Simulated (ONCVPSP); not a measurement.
## Ranking ONCV potentials for iron (Fe)

All share these settings but for the change named:

* Element: iron
* Generator: ONCVPSP 4.0.1
* Type: optimised norm-conserving Vanderbilt (ONCV)
* Functional: PBE
* Relativity: scalar-relativistic
* Frozen core: [Ne]
* Valence charge: 16
* Reference configuration: 3s2 3p6 3d6 4s2
* Partial waves: 3s+4s: rc 1.15 bohr, ncon 4, nbas 9, qcut 11.8 1/bohr, 2 projectors; 3p: rc 1.20 bohr, ncon 4, nbas 9, qcut 9.1 1/bohr, 2 projectors, debl 1.7 Ha; 3d: rc 1.40 bohr, ncon 4, nbas 8, qcut 10.9 1/bohr, 3 projectors, debl 3.7 Ha
* Local potential: polynomial inside 1.10 bohr (lpopt 4, dvloc0 2 Ha)
* Core correction: none

In the p channel the program set the typed energies aside and used -2.207, 0.250 Ha.

Test errors are all-electron minus pseudo excitation energies from the reference, over 3s2 3p6 3d6 4s1; 3s2 3p6 3d6 4s0; 3s2 3p6 3d5 4s0; 3s2 3p6 3d6 4s0 4p2. None of these files shows a bound ghost.

The base gives 10.5 meV.

Of 8 variants that were run, those that failed, showed a ghost or another fault, or gave nearly equal values are left out.

A variant can come out equal or close to the base, since the largest error may sit in a test that the change hardly touches while other tests move.

Problem. Rank these variants by their largest absolute test error, smallest first.
A. p: nproj 1
B. d: ncon 5, nbas 9
C. s: qcut 14.5
D. d: rc 1.44

Solution. B (6.6 meV), C (10.8 meV), D (12.5 meV), A (22.3 meV).
